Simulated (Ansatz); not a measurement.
H10Si5, triplet, at a GFN2-xTB geometry of the parent state (a higher spin typed on purpose: for a closed-shell molecule this is an excited state); HF/def2-SV(P) run with Ansatz (a first-principles code).

The Ansatz input:
Ansatz 0.2 input:
```yaml
crystal:
  periodic: [false, false, false]
  atoms:
    - {symbol: Si, position_ang: [0.95754715, 1.34339082, 1.09853405]}
    - {symbol: Si, position_ang: [1.79918819, -0.67510847, 0.37619988]}
    - {symbol: Si, position_ang: [0.23339394, -1.65177294, -0.99528035]}
    - {symbol: Si, position_ang: [-1.65561408, -0.34099255, -0.98845436]}
    - {symbol: Si, position_ang: [-1.33965070, 1.36082810, 0.53090053]}
    - {symbol: H, position_ang: [0.88350021, 1.29925864, 2.60848582]}
    - {symbol: H, position_ang: [2.15431530, 2.28843441, 1.11151679]}
    - {symbol: H, position_ang: [2.32152697, -1.68543339, 1.33702343]}
    - {symbol: H, position_ang: [3.05469619, -0.46060123, -0.39061996]}
    - {symbol: H, position_ang: [-0.05401588, -3.05462723, -0.61303891]}
    - {symbol: H, position_ang: [0.75209162, -1.88578642, -2.36382099]}
    - {symbol: H, position_ang: [-2.82429245, -1.17000945, -0.59190902]}
    - {symbol: H, position_ang: [-2.07472770, -0.06121157, -2.38946918]}
    - {symbol: H, position_ang: [-1.44463035, 2.67196513, -0.21561395]}
    - {symbol: H, position_ang: [-2.69656681, 1.54918175, 1.20084944]}
basis:
  gaussian:
    orbitals: def2-SV_P_.json
hamiltonian:
  xc: hf
magnetization: {spin_polarized: true, initial_magnetization: 2}
```
The basis file holds def2-SV(P) in the JSON format of the Basis Set Exchange.

What the program printed (banner, timings and long lists left out):

```
Functional definition: HF
1150 factors; integrals over basis functions are off by at most 9.3e-4 eV
mean field evaluation 1: about -39447.7487 eV, gradient 1.4e1 eV
mean field evaluation 2: about -39447.8806 eV, gradient 1.4e1 eV
mean field evaluation 4: about -39450.6481 eV, gradient 2.5e0 eV
mean field evaluation 8: about -39450.9272 eV, gradient 4.1e-1 eV
mean field evaluation 16: about -39450.9425 eV, gradient 1.3e-5 eV
mean field evaluation 32: about -39448.9557 eV, gradient 8.5e0 eV
mean field evaluation 64: about -39450.0466 eV, gradient 4.4e-1 eV
mean field -39450.94245657 eV, -1449.7953944699 hartree, gradient 1.3e-5 eV, S^2 2.022357; 3 other end points of the search recorded, 0 dependent functions left out
reference -39450.94245657 eV, -1449.7953944699 hartree; 41, 39 occupied and 69, 71 virtual orbitals, 1150 factors
Total energy: -39450.94245657 eV, -1449.7953944699 hartree
```
